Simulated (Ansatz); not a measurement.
Molecule: HO (charge +1, triplet). SMILES: [OH+]
Coordinates optimised at B3LYP-D3(BJ)/def2-TZVP (Ansatz, a first-principles code):
```xyz
2

O      0.0000     0.0000    -0.1156
H      0.0000     0.0000     0.9251
```
Charge +1, spin multiplicity 3.

Quantity: vertical electron affinity (to the doublet state of charge +0; a negative value means that the extra electron is unbound and the number depends on the basis; each state is the SCF solution reached for its spin), in eV. Valence correlation only, unless marked. Open shells are spin-unrestricted. No spin-orbit coupling. Non-relativistic. CBS marks a two-point X^-3 extrapolation of the correlation energy; Hartree-Fock from the larger set.

```csv
level,program,vertical electron affinity (eV)
SVWN5/def2-TZVPD,Ansatz,13.33
```

Estimate the value at CCSD(T)/CBS(aug-cc-pVTZ,aug-cc-pVQZ) as computed with Ansatz.

12.94 eV
